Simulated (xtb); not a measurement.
C6H11O3, doublet, at a GFN2-xTB geometry; GFN1-xTB (xtb).

Input for xtb:
```
$ xtb mol.xyz --gfn 1 --uhf 1 --opt --json

# file mol.xyz
20

C     -3.20383935     0.98605539     1.13980443
O     -2.08068920     0.16708962     0.94715693
C     -1.59411649     0.10472269    -0.32481753
C     -0.30965414    -0.59017706    -0.51748175
C     -0.17951966    -1.20651606    -1.90600350
O      0.77553047     0.38391117    -0.33977043
C      1.90906018    -0.04632216     0.20807192
C      2.90133935     1.08519261     0.33516714
O      2.11798786    -1.18148283     0.54726904
H     -4.05823285     0.62825410     0.55457970
H     -2.99213256     2.02298982     0.85692823
H     -3.44547922     0.93913629     2.20016232
H     -1.95606977     0.81447292    -1.05131116
H     -0.17519709    -1.35079682     0.26041720
H     -0.96891572    -1.93665837    -2.05785955
H      0.78356999    -1.70192818    -1.99899476
H     -0.25679782    -0.43217717    -2.66528802
H      2.38820189     2.00175577     0.60965457
H      3.38507604     1.23353705    -0.62826675
H      3.65372438     0.82753810     1.07428992
```

The log (banner, timings and long lists left out):

```
   ID    Z sym.   atoms
    1    6 C      1, 3-5, 7, 8
    2    8 O      2, 6, 9
    3    1 H      10-20

           -------------------------------------------------
          |                Calculation Setup                |
           -------------------------------------------------

           -------------------------------------------------
          |                 G F N 1 - x T B                 |
           -------------------------------------------------

          ...................................................
          :                      SETUP                      :
          :.................................................:
          :  # basis functions                  58          :
          :  # atomic orbitals                  58          :
          :  # shells                           40          :
          :  # electrons                        53          :
          :  # halogen bonds                     0          :
          :  max. iterations                   250          :
          :  Hamiltonian                  GFN1-xTB          :
          :  restarted?                      false          :
          :  GBSA solvation                  false          :
          :  PC potential                    false          :
          :  electronic temp.          300.0000000     K    :
          :  accuracy                    1.0000000          :
          :  -> integral cutoff          0.2500000E+02      :
          :  -> integral neglect         0.1000000E-07      :
          :  -> SCF convergence          0.1000000E-05 Eh   :
          :  -> wf. convergence          0.2000000E-04 e    :
          :  Broyden damping             0.4000000          :
          :  net charge                          0          :
          :  unpaired electrons                  1          :
          ...................................................

 iter      E             dE          RMSdq      gap      omega  full diag
   1    -32.8096215 -0.328096E+02  0.791E+00    3.19       0.0  T
   2    -32.9650210 -0.155399E+00  0.469E+00    2.08       1.0  T
   3    -32.9627452  0.227579E-02  0.165E+00    2.71       1.0  T
   4    -32.9722224 -0.947717E-02  0.196E-01    2.30       1.0  T
   5    -32.9727301 -0.507729E-03  0.440E-02    2.35       1.0  T
   6    -32.9727546 -0.244458E-04  0.774E-03    2.34       2.9  T
   7    -32.9727549 -0.315398E-06  0.924E-04    2.34      24.2  T
   8    -32.9727549 -0.728856E-08  0.321E-04    2.34      69.6  T
   9    -32.9727549 -0.568306E-09  0.101E-04    2.34     221.3  T
  10    -32.9727549 -0.284643E-10  0.220E-05    2.34    1016.6  T

   *** convergence criteria satisfied after 10 iterations ***

         :::::::::::::::::::::::::::::::::::::::::::::::::::::
         ::                     SUMMARY                     ::
         :::::::::::::::::::::::::::::::::::::::::::::::::::::
         :: total energy             -32.668144620808 Eh    ::
         :: gradient norm              0.012676252734 Eh/a0 ::
         :: HOMO-LUMO gap              2.341318733490 eV    ::
         ::.................................................::
         :: SCC energy               -32.972754904024 Eh    ::
         :: -> electrostatic           0.118196587274 Eh    ::
         :: repulsion energy           0.311890311925 Eh    ::
         :: dispersion energy         -0.007280028709 Eh    ::
         :: halogen bond corr.         0.000000000000 Eh    ::
         :: add. restraining           0.000000000000 Eh    ::
         :: total charge               0.000000000000 e     ::
         :::::::::::::::::::::::::::::::::::::::::::::::::::::

      -----------------------------------------------------------
     |                   =====================                   |
     |                        A N C O P T                        |
     |                   =====================                   |
     |               Approximate Normal Coordinate               |
[...]
 * total energy  :   -32.6693318 Eh     change       -0.2200456E-04 Eh
 * total energy  :   -32.6693520 Eh     change       -0.2017829E-04 Eh
 * total energy  :   -32.6693803 Eh     change       -0.2824335E-04 Eh
 * total energy  :   -32.6694034 Eh     change       -0.2310021E-04 Eh
 * total energy  :   -32.6694353 Eh     change       -0.3193031E-04 Eh
 * total energy  :   -32.6694532 Eh     change       -0.1787049E-04 Eh
 * total energy  :   -32.6694737 Eh     change       -0.2049054E-04 Eh
 * total energy  :   -32.6694897 Eh     change       -0.1604320E-04 Eh
 * total energy  :   -32.6694982 Eh     change       -0.8506254E-05 Eh
 * total energy  :   -32.6695144 Eh     change       -0.1622748E-04 Eh
 * total energy  :   -32.6695208 Eh     change       -0.6347176E-05 Eh
 * total energy  :   -32.6695254 Eh     change       -0.4664099E-05 Eh
   *** GEOMETRY OPTIMIZATION CONVERGED AFTER 24 ITERATIONS ***
         :: total energy             -32.669525445210 Eh    ::
[...]
        34                         -0.0818272              -2.2266
        35                         -0.0751549              -2.0451
        36                         -0.0709949              -1.9319
        37                         -0.0670319              -1.8240
        38                         -0.0578094              -1.5731
       ...                                ...                  ...
        58                          0.7447802              20.2665
      -------------------------------------------------------------
                  HL-Gap            0.0836177 Eh            2.2754 eV
             Fermi-level           -0.3403867 Eh           -9.2624 eV

  Mulliken/CM5 charges         n(s)   n(p)   n(d)
     1C     0.17344  0.05286   0.971  2.855  0.000
     2O    -0.39580 -0.49249   1.685  4.711  0.000
     3C     0.12222  0.09322   1.026  2.852  0.000
     4C     0.22171  0.18431   1.025  2.753  0.000
     5C    -0.10275 -0.24802   1.017  3.086  0.000
     6O    -0.43049 -0.50782   1.695  4.736  0.000
     7C     0.58923  0.64052   0.973  2.438  0.000
     8C    -0.12338 -0.26341   1.018  3.106  0.000
     9O    -0.53406 -0.58687   1.720  4.814  0.000
    10H     0.02654  0.08500   0.973  0.000  0.000
    11H     0.02772  0.08636   0.972  0.000  0.000
    12H     0.04086  0.10096   0.959  0.000  0.000
    13H     0.02403  0.08910   0.976  0.000  0.000
    14H     0.05988  0.13374   0.940  0.000  0.000
    15H     0.03313  0.08619   0.967  0.000  0.000
    16H     0.05716  0.11473   0.943  0.000  0.000
    17H     0.03466  0.08953   0.965  0.000  0.000
    18H     0.05758  0.11339   0.942  0.000  0.000
    19H     0.06044  0.11535   0.940  0.000  0.000
    20H     0.05789  0.11336   0.942  0.000  0.000

Wiberg/Mayer (AO) data.
largest (>0.10) Wiberg bond orders for each atom

 ---------------------------------------------------------------------------
     #   Z sym  total        # sym  WBO       # sym  WBO       # sym  WBO
 ---------------------------------------------------------------------------
     1   6 C    3.907 --    12 H    0.983    11 H    0.978    10 H    0.977
                             2 O    0.939
     2   8 O    2.179 --     3 C    1.161     1 C    0.939
     3   6 C    3.286 --     2 O    1.161     4 C    1.030    13 H    0.974
     4   6 C    3.880 --     3 C    1.030     5 C    0.986    14 H    0.962
                             6 O    0.851
     5   6 C    3.993 --    17 H    0.987     4 C    0.986    15 H    0.986
                            16 H    0.982
     6   8 O    2.185 --     7 C    1.112     4 C    0.851     9 O    0.136
     7   6 C    3.837 --     9 O    1.704     6 O    1.112     8 C    0.978
     8   6 C    3.993 --    20 H    0.984     7 C    0.978    18 H    0.975
                            19 H    0.965
     9   8 O    1.962 --     7 C    1.704     6 O    0.136
    10   1 H    1.011 --     1 C    0.977
    11   1 H    1.009 --     1 C    0.978
    12   1 H    1.015 --     1 C    0.983
    13   1 H    1.004 --     3 C    0.974
    14   1 H    1.012 --     4 C    0.962
    15   1 H    1.010 --     5 C    0.986
    16   1 H    1.007 --     5 C    0.982
    17   1 H    1.007 --     5 C    0.987
    18   1 H    1.003 --     8 C    0.975
    19   1 H    1.002 --     8 C    0.965
    20   1 H    1.003 --     8 C    0.984
 ---------------------------------------------------------------------------

Topologies differ in total number of bonds
Writing topology from bond orders to xtbtopo.mol

 dipole moment from electron density (au)
     X       Y       Z
  -0.9361   1.4432  -0.3778  total (Debye):    4.477

optimized geometry written to: xtbopt.xyz

           -------------------------------------------------
          | TOTAL ENERGY              -32.669525445210 Eh   |
          | GRADIENT NORM               0.000929299073 Eh/α |
          | HOMO-LUMO GAP               2.275354556258 eV   |
           -------------------------------------------------

normal termination of xtb
```
